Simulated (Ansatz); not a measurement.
Consider the hydrogenolysis of the Si–C bond: `C[SiH](N)S` + H₂ → `N[SiH2]S` + CH₄.

Gas-phase electronic energies from Ansatz, PBE0-D4/def2-TZVP geometries. CCSD(T)/CBS is the MP2 limit (def2-TZVPP, def2-QZVPP) plus CCSD(T) − MP2 in def2-TZVPP, frozen cores. This one scheme is used for every species. DFT in def2-TZVPP. B3LYP here is the variant with VWN-RPA as its local correlation; programs differ in this. Each species was taken in one conformer, which may not be the lowest.

| level | ΔE (kJ/mol) |
| --- | --- |
| B3LYP-D4 | -20.9 |
| r2SCAN | -18.0 |
| B3LYP | -31.2 |
| SCS-MP2/def2-QZVPP | -19.8 |

(1) What does CCSD(T)/CBS give? (Estimate.)

Largest T1 diagnostic among the species: 0.010.

## Answers

(1) Computed: -17.4 kJ/mol. The listed levels differ from it by -3.5, -0.6, -13.8, -2.4 kJ/mol.

In def2-TZVPP, CCSD(T) changes the Hartree–Fock value by +22.5 kJ/mol (the triples alone add +4.1 kJ/mol) and MP2 by +28.0 kJ/mol. The D4 term adds +10.2 kJ/mol with B3LYP and +5.6 kJ/mol with PBE0; it sums over pairs of atoms, weighted by their polarisabilities, and B3LYP, whose exchange is more repulsive, gets the larger term.
